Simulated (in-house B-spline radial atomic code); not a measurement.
A fraction x of an electron is removed from 4f in Ce3+, starting from [Xe] 4f1 and keeping the highest spin. Method: scalar-relativistic (X2C) r2SCAN0, spin-polarised, spherical fractional occupations, Fermi nucleus of rms radius 4.8771 fm. Calculated with an all-electron radial atomic-structure program (B-spline basis).

Caution: exact exchange at fractional occupations of open shells leaves self-interaction of up to several eV.

```csv
x,E(x) - E(0) (eV),4f up level (eV)
0,0.0000,-26.370
0.11,2.9970,-28.126
0.22,6.1888,-29.911
0.27,7.7049,-30.731
0.38,11.1854,-32.556
0.5,15.2130,-34.576
0.53,16.2579,-35.086
0.68,21.7135,-37.663
0.87,29.1846,-40.993
0.96,32.9459,-42.595
1,34.6640,-
```

The exact functional would give a straight line between the two integer points. Deviations E(x) - E(0) - x[E(1) - E(0)], in eV: -0.816 at x = 0.11, -1.437 at x = 0.22, -1.654 at x = 0.27, -1.987 at x = 0.38, -2.119 at x = 0.5, -2.114 at x = 0.53, -1.858 at x = 0.68, -0.973 at x = 0.87, -0.332 at x = 0.96.

The curve lies below the straight line by up to 2.119 eV (at x = 0.5): convex, the delocalisation error, to which spherically averaged exact exchange adds.

**Question.** How well does Slater's transition state (minus the level at half occupation) give the ionisation energy?

**Answer.** It gives 34.576 eV against 34.664 eV from the two total energies; NIST lists 36.91 eV, ground level to ground level. The end point has an open shell averaged over its orbitals, so its exact exchange keeps a self-interaction and this is no true integer point.
